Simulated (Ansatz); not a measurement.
`F[Si@H]1O[C@@H]1Cl` + CH₄ → `C[C@H]1O[Si@H]1F` + HCl  (formal exchange of groups at a C–Cl bond)

Computed with Ansatz on PBE0-D4/def2-TZVP structures; ΔE is electronic, products minus reactants. CCSD(T)/CBS adds triple-zeta CCSD(T) − MP2 to the extrapolated MP2 energy (def2 sets, frozen cores). This one scheme is used for every species. Functionals use def2-TZVPP.

| level | ΔE (kJ/mol) |
| --- | --- |
| PBE-D4 | -12.7 |
| r2SCAN | -15.1 |
| MP2/def2-QZVPP | -21.4 |
| HF/CBS(def2) | -24.5 |

(1) What does CCSD(T)/CBS give? (Best estimate.)

Largest T1 diagnostic among the species: 0.013.

Results:

(1) The calculation gave: -22.8 kJ/mol. The listed levels differ from it by 10.1, 7.7, 1.4, -1.7 kJ/mol.

From PBE to PBE0 (25 % exact exchange), in def2-TZVPP and without D4, ΔE moves by −5.7 kJ/mol.
